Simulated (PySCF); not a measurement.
Ionisation energy of Yb⁶⁰⁺ by level of theory

Yb⁶⁰⁺ [Ne] (1S) → Yb⁶¹⁺ [He] 2s2 2p5 (2P), as a difference of total energies. Calculation: PySCF 2.14, in an even-tempered Gaussian basis (19 s from 38 bohr⁻², ratio 2.2; 13 p from 49 bohr⁻², ratio 2.2; 5 d from 200 bohr⁻², ratio 2.4; 5 f from 290 bohr⁻², ratio 2.4; 4 g from 440 bohr⁻², ratio 2.4); scalar relativity by spin-free X2C-1e. Correlated levels: nothing frozen; virtual orbitals above 40 to 60 times the deepest correlated orbital energy dropped. The calculations carry no spin-orbit coupling.

```csv
method,ionisation energy (eV)
UHF,14133.7
LDA,14127.6
PBE,14129.1
PBE0,14130.7
r2SCAN,14135.0
M06,14136.4
BP86,14131.2
MP2 (all electrons),14135.6
SCS-MP2 (all electrons),14135.4
```

A first-order spin-orbit estimate (lowest level to lowest level, LS coupling) adds -335.8 eV.

For this ion Breit and QED terms and the two-electron picture change, all absent here, outweigh the differences among the correlated methods.

For comparison: 13784 ± 10 eV (theoretical estimate listed by NIST; NIST Atomic Spectra Database, ionization energies).
